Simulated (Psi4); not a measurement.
Pair of molecules, SMILES O with SMILES CCl (the first has 3 atoms); geometry from B3LYP-D3(BJ)/def2-TZVP.
(charge 0, multiplicity 1):
```csv
atom,x (Å),y (Å),z (Å)
O,0.1454,0.2579,0.1124
H,-0.4369,0.4220,0.8662
H,-0.4169,-0.1374,-0.5612
C,0.8134,-0.9182,3.1537
Cl,-0.8068,-0.1333,3.2639
H,1.1221,-0.8862,2.1136
H,1.4966,-0.3583,3.7842
H,0.7114,-1.9398,3.5059
```

Method: Psi4 with SAPT0/jun-cc-pV(D+d)Z.

Q: Give the four SAPT terms and the total, and say what mostly holds the pair together.

A: electrostatics -232.0, exchange 222.1, induction -55.0, dispersion -67.3, total -132.3 meV; the largest attraction is electrostatics.
